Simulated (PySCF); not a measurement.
# How methods differ on the ionisation energy of Cr²⁺

Cr²⁺ [Ar] 3d4 (5D) → Cr³⁺ [Ar] 3d3 (4F), as a difference of total energies. Computed with PySCF 2.14 in def2-TZVPPD, with the non-relativistic Hamiltonian (point nucleus). Correlated levels: valence: [Ar] frozen. The calculations carry no spin-orbit coupling.

| method | ionisation energy (eV) | plus first-order spin-orbit estimate | difference from reference of that sum (eV) |
| --- | --- | --- | --- |
| UHF | 29.875 | 29.851 | -1.108 |
| MP2 (valence) | 30.499 | 30.475 | -0.484 |
| SCS-MP2 (valence) | 30.083 | 30.059 | -0.900 |
| CCSD (valence) | 30.561 | 30.537 | -0.422 |
| CCSD(T) (valence) | 30.569 | 30.545 | -0.414 |

Reference: 30.959 ± 0.025 eV (measured; NIST Atomic Spectra Database, ionization energies).

A first-order spin-orbit estimate (lowest level to lowest level, LS coupling) adds -0.024 eV.

These non-relativistic numbers lack the scalar-relativistic shift.

Errors of the correlated levels include the incompleteness of this basis and the frozen core.
